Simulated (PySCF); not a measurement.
# TDDFT excited states: C4H6OSi2

C₄H₆OSi₂.
SMILES: `C#C[Si@H]1C=C[SiH2]O1`

The calculation used TDDFT PBE0/def2-SVPD, vertical, gas phase, core orbitals frozen in the response (PySCF). Isolated species at its GFN2-xTB geometry, gas phase.

**Question.** List the vertical singlet excitations with oscillator strengths and describe the spectrum.

**Answer.** 

```tsv
state	E (eV)	λ (nm)	ν̃ (cm⁻¹)	f	main configurations (H = HOMO, L = LUMO)
S1	5.88	210.9	47430	0.011	H→L (49%), H-1→L (17%), H→L+1 (11%)
S2	5.96	208.2	48040	0.0023	H→L+1 (53%), H→L (9%)
S3	6.25	198.2	50440	0.0015	H-2→L (42%), H-2→L+2 (18%), H-2→L+1 (13%)
S4	6.34	195.7	51100	0.0049	H-2→L+1 (24%), H→L+2 (17%), H-2→L (15%)
S5	6.58	188.5	53050	0.101	H-1→L (40%), H-3→L (29%)
S6	6.63	187.0	53460	0.0094	H-1→L+1 (78%)
S7	6.68	185.5	53910	0.047	H-4→L (22%), H→L (18%), H-3→L (16%)
S8	6.87	180.5	55390	0.035	H-2→L+2 (38%), H-2→L (32%), H-1→L (11%)
```

Triplets (Tamm–Dancoff): T1 4.21 eV, H-1→L (54%), H→L (30%); T2 4.91 eV, H-2→L+1 (38%), H→L+2 (16%); T3 5.28 eV, H→L (34%), H-2→L+1 (18%), H-1→L (18%).

The lowest singlet lies at 5.88 eV (211 nm, ultraviolet) and is weak; its leading configuration is HOMO→LUMO (49%). The most intense listed level is S5 at 6.58 eV (189 nm, f = 0.101), 0.70 eV above S1. Löwdin shares by element: HOMO carbon 80% (atoms not listed hold the other 20%); LUMO carbon 64% or more, silicon 15% (atoms not listed hold the other 21%). Orbital energies (eV): HOMO-3 -8.85, HOMO-2 -8.46, HOMO-1 -8.27, HOMO -8.16, LUMO -0.92, LUMO+1 -0.49, LUMO+2 0.09. Weighted by f, the mean energy of these states is 6.60 eV. The listed states span 0.99 eV, and the widest gap between neighbours is 0.30 eV (S2 to S3). No computed singlet lies in the visible range (380 to 750 nm); the lowest, at 211 nm, stands 2.62 eV above its violet end (3.26 eV). The window holds the lowest 8 singlets.

The run took 32 s wall on Arm Neoverse V2, one thread, on a shared host, and the process peaked at 0.81 GiB of memory.
